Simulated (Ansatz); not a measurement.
ClH3MoO4, SMILES `[O]=[Mo]([OH])([OH])([OH])[Cl]`. The species carries charge 0 and has multiplicity 1. Mo: def2 effective core potential. All single points use the PBE0-D4/def2-TZVP geometry. It is one conformer, not always the lowest.

```xyz
9

O    -0.539    1.405   -0.960
Mo   -0.035    0.078   -0.079
O    -1.473    0.062    1.101
O    -0.042   -1.026   -1.581
O     1.556    0.832    0.524
Cl    0.693   -1.924    1.065
H    -2.137    0.755    1.008
H     0.231   -1.924   -1.347
H     1.745    1.741    0.268
```

**Question.** What is the dipole moment at ωB97M-V/def2-TZVPP? (Estimate.)

**Answer.** Ansatz gave: 3.45 D, with components (-0.99, 3.18, -0.92) D in this frame, pointing from negative to positive charge.

**Question.** And with PBE, r2SCAN, B3LYP? (An estimate is asked.)

**Answer.** Ansatz gave: PBE 3.01 D, r2SCAN 3.15 D, B3LYP 3.14 D.

**Question.** Give the Mulliken charges with ωB97M-V, PBE, r2SCAN in def2-TZVPP. (Estimate.)

**Answer.** The calculation gave: 
```tsv
atom	ωB97M-V	PBE	r2SCAN
O1	-0.41	-0.38	-0.43
Mo2	1.39	1.25	1.47
O3	-0.41	-0.39	-0.45
O4	-0.43	-0.40	-0.46
O5	-0.41	-0.39	-0.45
Cl6	-0.36	-0.34	-0.38
H7	0.21	0.22	0.23
H8	0.21	0.21	0.24
H9	0.21	0.22	0.23
```

B3LYP here is the variant with VWN-RPA as its local correlation; programs differ in this.
